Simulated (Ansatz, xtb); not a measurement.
Two isomers of C5H4BNS

Structure a is `Bc1sccc1C#N`, a singlet and structure b is `Bc1ccc(C#N)s1`, a singlet. Both are isolated molecules in the gas phase, relaxed with PBE-D3(BJ)/def2-SVP; the shapes shown needn't be the lowest conformers.

a (Å):

```yaml
atoms:
  - { symbol: C, position_ang: [0.8064, 0.4160, 0.2648] }
  - { symbol: C, position_ang: [-1.4381, -0.5517, -0.3384] }
  - { symbol: C, position_ang: [-0.4517, -0.9504, -1.2297] }
  - { symbol: C, position_ang: [0.8215, -0.4042, -0.8913] }
  - { symbol: C, position_ang: [2.0058, -0.6597, -1.6479] }
  - { symbol: B, position_ang: [1.9414, 1.1752, 0.9487] }
  - { symbol: N, position_ang: [2.9665, -0.8835, -2.2849] }
  - { symbol: S, position_ang: [-0.8203, 0.4730, 0.8917] }
  - { symbol: H, position_ang: [3.0598, 1.1108, 0.4823] }
  - { symbol: H, position_ang: [1.7194, 1.8327, 1.9460] }
  - { symbol: H, position_ang: [-2.5016, -0.8230, -0.3616] }
  - { symbol: H, position_ang: [-0.6282, -1.6069, -2.0915] }
```

b (Å):

```yaml
atoms:
  - { symbol: C, position_ang: [1.6057, -0.3752, -0.2088] }
  - { symbol: C, position_ang: [0.4180, -1.0047, 0.2041] }
  - { symbol: C, position_ang: [-0.7583, -0.3322, -0.1818] }
  - { symbol: C, position_ang: [-0.4805, 0.8386, -0.9063] }
  - { symbol: C, position_ang: [-1.4203, 1.7532, -1.4459] }
  - { symbol: B, position_ang: [3.0566, -0.7975, 0.0177] }
  - { symbol: N, position_ang: [-2.1996, 2.5116, -1.8931] }
  - { symbol: S, position_ang: [1.2270, 1.0825, -1.0946] }
  - { symbol: H, position_ang: [3.9752, -0.1291, -0.4132] }
  - { symbol: H, position_ang: [3.2754, -1.8188, 0.6395] }
  - { symbol: H, position_ang: [0.4318, -1.9416, 0.7785] }
  - { symbol: H, position_ang: [-1.7826, -0.6580, 0.0413] }
```

Quicker runs give these differences E(b) − E(a): GFN2-xTB +0.25 kcal/mol; HF/STO-3G +0.38 kcal/mol (at GFN2-xTB geometries); r2SCAN-D4/def2-SVP +0.24 kcal/mol (at GFN2-xTB geometries).

Task: Estimate E(b) − E(a) at the level CCSD(T)/def2-SVP + ΔMP2/def2-TZVPP.

Result: Not settled: CCSD(T)/def2-SVP + ΔMP2/def2-TZVPP gives E(b) − E(a) = +1.26 kcal/mol, but this leans on the basis-set step: CCSD(T) alone gives +0.91 kcal/mol.

How the difference moves with the method:

| level | geometry | E(b) − E(a) (kcal/mol) | departure from the last row (kcal/mol) | job, with rough time for the two |
| --- | --- | --- | --- | --- |
| GFN2-xTB | GFN2-xTB | +0.25 | −1.02 | optimisation, 0.14 s |
| HF/STO-3G | GFN2-xTB | +0.38 | −0.88 | single point, 0.6 s |
| r2SCAN-D4/def2-SVP | GFN2-xTB | +0.24 | −1.03 | single point, 7.2 s |
| PBE-D3(BJ)/def2-SVP | PBE-D3(BJ)/def2-SVP | +0.10 | −1.16 | optimisation, 32 s |
| HF/def2-SVP | PBE-D3(BJ)/def2-SVP | +1.05 | −0.21 | part of the CCSD(T) run |
| MP2/def2-SVP | PBE-D3(BJ)/def2-SVP | +0.89 | −0.38 | part of the CCSD(T) run |
| CCSD(T)/def2-SVP | PBE-D3(BJ)/def2-SVP | +0.91 | −0.35 | single point |
| CCSD(T)/def2-SVP + ΔMP2/def2-TZVPP | PBE-D3(BJ)/def2-SVP | +1.26 |  | single point, 2 min |

As drawn, both hold the same kinds of bond in the same numbers.

GFN2-xTB, HF/STO-3G, r2SCAN-D4/def2-SVP, PBE-D3(BJ)/def2-SVP find them nearly level. The largest departure from CCSD(T)/def2-SVP + ΔMP2/def2-TZVPP is that of PBE-D3(BJ)/def2-SVP, 1.16 kcal/mol. The last row adds to CCSD(T) the change of the MP2 difference between the two basis sets, here +0.35 kcal/mol.

With thermal terms from frequencies at re-optimised GFN2-xTB minima (ideal gas, soft modes damped towards free rotors, one conformer each, 298.15 K, 1 atm): on the last row, ΔE + ΔZPE = +1.28, ΔH = +1.30, ΔG = +1.25 kcal/mol.

The correlated steps freeze 12 core orbitals. Run with Ansatz 0.2.0, xtb 6.7.1; the last row on 2 threads of Arm Neoverse V2 on a shared host.
